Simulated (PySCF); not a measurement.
## EPR parameters of C5H6NO

Compound: C₅H₆NO (doublet state).
Atom-mapped SMILES: `[CH2:1]=[N:2][C@H:3]1[CH:4][O:5][CH:6]=[CH:7]1` (hydrogens: H8, H9 on C1; H10 on C3; H11 on C4; H12 on C6; H13 on C7)

Geometry (GFN2-xTB, Å), atoms numbered from 1 in this order:
```xyz
13
C5H6NO angstrom
C      2.1636    0.7115   -0.6474
N      0.9154    0.6514   -0.7137
C      0.1906   -0.3181    0.0944
C     -0.4614    0.3702    1.2446
O     -1.8099    0.3464    1.1345
C     -2.1150   -0.4077    0.0538
C     -1.0334   -0.8440   -0.6031
H      2.7918    0.0369   -0.0542
H      2.6685    1.4811   -1.2126
H      0.8805   -1.1262    0.4175
H     -0.0300    1.1048    1.8928
H     -3.1602   -0.5641   -0.1344
H     -1.0047   -1.4419   -1.4898
```

The hyperfine couplings belong to this conformer and change with its torsions.

Theory: PySCF 2.14.0, UKS B3LYP, pcH-1 on C H N O, non-relativistic, mean-field spin-orbit, GIAO. Geometry: GFN2-xTB, one conformer, isolated molecule. The geometry wasn't refined by DFT: couplings that depend on bond lengths, twists or pyramidal angles can differ widely from those at the functional's own minimum. The SCF solution wasn't tested for stability.

* g1, g2, g3: 2.00211, 2.00285, 2.00371
* g_iso: 2.00289
* Form of g: rhombic: the two nearest values differ by 46 % of g3 − g1
* ⟨S²⟩: 0.7551 (exact 0.7500)
* HOMO–LUMO gap, α and β orbitals: 4.26, 5.18 eV
* Total energy: -324.01369 Eh

Hyperfine couplings atom by atom, in 10⁻⁴ cm⁻¹; T1 to T3 are the principal values of the dipolar part; ρ(0) is the spin density at the nucleus (1 × 10⁻⁴ cm⁻¹ = 2.998 MHz):

```
atom  isotope  a_iso     T1     T2    T3  Mulliken spin population  ρ(0) (bohr⁻³)
  C1      13C    0.1   -0.9   -0.5   1.3                      0.02         0.0003
  N2      14N   10.3   -1.0   -0.7   1.7                      0.03         0.0952
  C3      13C   -7.5   -0.4   -0.2   0.7                     -0.06        -0.0200
  C4      13C   39.5  -24.8  -24.2  49.0                      0.86         0.1054
  O5      17O   -6.2  -16.7    8.0   8.7                      0.08         0.0308
  C6      13C   -2.3   -1.8    0.4   1.4                     -0.04        -0.0061
  C7      13C    2.7   -2.7   -1.5   4.2                      0.09         0.0073
  H8       1H   -0.5   -0.6   -0.2   0.8                      0.00        -0.0004
  H9       1H    0.8   -0.6   -0.3   1.0                      0.00         0.0006
 H10       1H   38.1   -1.7   -1.1   2.8                      0.05         0.0255
 H11       1H  -16.3  -11.4   -0.4  11.9                     -0.03        -0.0109
 H12       1H   -0.3   -0.9   -0.7   1.6                      0.00        -0.0002
 H13       1H   -2.3   -1.5   -0.6   2.1                      0.00        -0.0016
```

Largest spin populations (Mulliken): C4 (+0.86), C7 (+0.09) and O5 (+0.08). C4 is the only atom above +0.15. The angles at C4 add up to 356.4°, so it is nearly planar; its axial dipolar tensor and the negative coupling of its proton fit spin in a p orbital normal to that plane.

Under fast tumbling the dipolar parts average out, and these isotropic splittings remain: 1 × 1H (H10, I = 1/2, 2 lines) with 4.07 mT, 1 × 1H (H11, I = 1/2, 2 lines) with 1.74 mT, 1 × 14N (N2, I = 1, 3 lines) with 1.10 mT, 1 × 1H (H13, I = 1/2, 2 lines) with 0.25 mT, 1 × 1H (H9, I = 1/2, 2 lines) with 0.09 mT and 1 × 1H (H8, I = 1/2, 2 lines) with 0.06 mT.

The 13C coupling of C4 (118.5 MHz) shows only in satellite lines or after enrichment, since that isotope makes up about 1.07 % of natural carbon.

The 17O coupling of O5 (-18.7 MHz) shows only in satellite lines or after enrichment, since that isotope makes up about 0.038 % of natural oxygen.

The spin density at the nucleus, in bohr⁻³, is negative for C3 (-0.0200), H11 (-0.0109) and C6 (-0.0061), for instance. A restricted open-shell determinant has no negative spin density anywhere; here it arises because α and β orbitals differ (spin polarisation).
